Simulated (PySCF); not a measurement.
Electric properties by functional and basis

Species: CH₆O₃Si₂.
Geometry (PBE0-D3(BJ)/def2-SVP, Å), atoms numbered from 1 in this order:
```
atom  x, y, z in Å
O1     0.9817    0.2736   -1.3272
C2     1.4817    0.0886   -0.2437
O3     2.8026    0.0509   -0.0524
Si4    0.3906   -0.1730    1.3204
O5    -1.1523   -0.0789    0.7658
Si6   -2.0408    0.0332   -0.6468
H7     3.2255    0.1935   -0.9183
H8     0.6741    0.9023    2.3095
H9     0.6865   -1.5091    1.9077
H10   -1.8473    1.3612   -1.2925
H11   -1.6939   -1.0711   -1.5849
H12   -3.4704   -0.1050   -0.2433
```

PySCF, dipoles from the SCF density, polarisabilities from static response with core orbitals frozen. One conformer (not necessarily the lowest) at the PBE0-D3(BJ)/def2-SVP geometry, without solvent, vibrations or thermal averaging.

The anisotropy is √(½[(α1 − α2)² + (α2 − α3)² + (α3 − α1)²]).

```tsv
level	μ (D)	α (au)	anisotropy (au)
PBE0/def2-SVP	1.676	63.52	17.77
PBE0/6-31+G*	1.530	68.54	18.15
PBE0/aug-cc-pVDZ	1.566	76.84	20.95
PBE0/def2-TZVP	1.598	71.13	19.76
PBE0/def2-TZVPD	1.577	76.18	20.56
```

The dipole runs from 1.53 D (PBE0/6-31+G*) to 1.68 D (PBE0/def2-SVP). No reference polarisability is at hand; against PBE0 in the largest diffuse basis at hand (def2-TZVPD) the other PBE0 rows deviate by def2-SVP -17%, 6-31+G* -10%, aug-cc-pVDZ +1%, def2-TZVP -7%. With PBE0 the polarisability is 67.33 au without diffuse functions (mean of def2-SVP and def2-TZVP) and 73.85 au with them (mean of 6-31+G*, aug-cc-pVDZ and def2-TZVPD).
